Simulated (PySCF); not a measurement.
B3LYP has the VWN-RPA correlation part, as in Gaussian. 

```xyz
5

C     -1.2706    -0.1780     0.2368
C     -0.0842    -0.0118     0.1487
C      1.2674     0.1776     0.0483
N      2.4083     0.3374    -0.0365
H     -2.3209    -0.3252     0.3148
```

Charge 0, multiplicity 1.

### Question
Give the Mulliken and meta-Löwdin atomic charges from B3LYP-D3(BJ)/def2-TZVP in PySCF.

### Answer

| atom | Mulliken (e) | meta-Löwdin (e) |
|---|---|---|
| C1 | -0.09 | -0.10 |
| C2 | 0.04 | -0.04 |
| C3 | -0.21 | 0.12 |
| N4 | 0.04 | -0.17 |
| H5 | 0.22 | 0.19 |
